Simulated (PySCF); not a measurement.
C₃H₇O, SMILES CC(C)[O], multiplicity 2. Atoms are numbered in the order given.

```xyz
11

C      0.0775    -0.6277    -1.2878
C     -0.2923     0.1258     0.0000
C      0.0775    -0.6277     1.2878
O      0.1455     1.4231     0.0000
H      1.1681    -0.7765    -1.3323
H     -0.4068    -1.6159    -1.3239
H     -0.2288    -0.0439    -2.1676
H     -1.4050     0.2655     0.0000
H      1.1681    -0.7765     1.3323
H     -0.4068    -1.6159     1.3239
H     -0.2288    -0.0439     2.1676
```
Charge 0, spin multiplicity 2.

Coordinates come from a TPSSh-D3(BJ)/def2-SVP optimisation. The isomer is the one that the SMILES or the coordinates give; other isomers of the formula were not compared.

Level of theory: B3LYP/pcH-1 (PySCF).

Unrestricted Kohn–Sham, ⟨S²⟩ = 0.753. Hyperfine tensors hold the contact and dipolar terms, without spin-orbit corrections.

Computed hyperfine couplings:
| nucleus | A(iso) (MHz) | A(iso) (G) | dipolar principal values (MHz) |
|---|---|---|---|
| 13C no. 1 | 18.2 | 6.5 | -3.3, -2.6, 5.9 |
| 13C no. 2 | -36.6 | -13.0 | -6.8, 2.5, 4.2 |
| 13C no. 3 | 18.2 | 6.5 | -3.3, -2.6, 5.9 |
| 17O no. 4 | -48.7 | -17.4 | -263.8, 131.6, 132.2 |
| 1H no. 5 | 2.6 | 0.9 | -3.9, -2.6, 6.5 |
| 1H no. 6 | -1.8 | -0.6 | -2.9, -1.9, 4.8 |
| 1H no. 7 | -1.1 | -0.4 | -3.8, -3.4, 7.2 |
| 1H no. 8 | 280.1 | 100.0 | -9.9, -2.4, 12.3 |
| 1H no. 9 | 2.6 | 0.9 | -3.9, -2.6, 6.5 |
| 1H no. 10 | -1.8 | -0.6 | -2.9, -1.9, 4.8 |
| 1H no. 11 | -1.1 | -0.4 | -3.8, -3.4, 7.2 |

**Question.** And the g tensor (effective nuclear charges for spin-orbit coupling, GIAO)? (Estimate from the structure and the level; the computed values follow.)

**Answer.** principal values 2.0021, 2.0088, 2.0548; isotropic 2.0219.
